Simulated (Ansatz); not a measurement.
System: C6H9FSi, net charge 0, singlet state. SMILES: C=C[Si](F)(C=C)C=C
Structure (B3LYP-D3(BJ)/def2-TZVP (Ansatz, a program for electronic structure) minimum search):
```xyz
17

C     -0.4004     2.0901     1.4508
C     -0.7606     1.5742     0.2769
Si     0.0761     0.1098    -0.4985
F      0.3143     0.4534    -2.0585
C      1.7382    -0.2005     0.2675
C      1.9911    -1.2196     1.0869
C     -0.9974    -1.4022    -0.4149
C     -2.0402    -1.5188     0.4054
H     -0.9150     2.9351     1.8963
H      0.4310     1.6857     2.0186
H     -1.6032     2.0242    -0.2443
H      2.5450     0.4975     0.0529
H      2.9652    -1.3727     1.5399
H      1.2286    -1.9488     1.3399
H     -0.7515    -2.2472    -1.0550
H     -2.6441    -2.4191     0.4528
H     -2.3356    -0.7120     1.0680
```

Quantity: atomisation energy (electronic, to ground-state atoms); the coupled-cluster value holds the core correlation from cc-pwCVTZ, in eV. Correlated levels leave the core frozen unless marked. Open shells are spin-unrestricted. No spin-orbit coupling. No relativistic terms. CBS marks a two-point X^-3 extrapolation of the correlation energy; Hartree-Fock from the larger set. The bracket is a focal-point correction in the basis named.

Level to compare with: RI-MP2/CBS(aug-cc-pV(T+d)Z,aug-cc-pV(Q+d)Z)+[CCSD(T)-MP2]/aug-cc-pV(T+d)Z plus the core term (Ansatz), 75.57 eV. It is a level with limits of its own, and the differences hold the functionals' basis error too.

Problem. Rank these functionals by how close they come to RI-MP2/CBS(aug-cc-pV(T+d)Z,aug-cc-pV(Q+d)Z)+[CCSD(T)-MP2]/aug-cc-pV(T+d)Z, closest first: B97M-V/def2-TZVPD (Ansatz); BHLYP/def2-TZVPD (Ansatz); SVWN5/def2-TZVPD (Ansatz); wB97X/def2-TZVPD (Ansatz).

Solution. B97M-V/def2-TZVPD (meta-GGA with VV10, 75.24 eV, difference -0.33), wB97X/def2-TZVPD (range-separated hybrid, 75.06 eV, difference -0.51), BHLYP/def2-TZVPD (global hybrid, 72.65 eV, difference -2.92), SVWN5/def2-TZVPD (LDA, 85.40 eV, difference 9.83)…
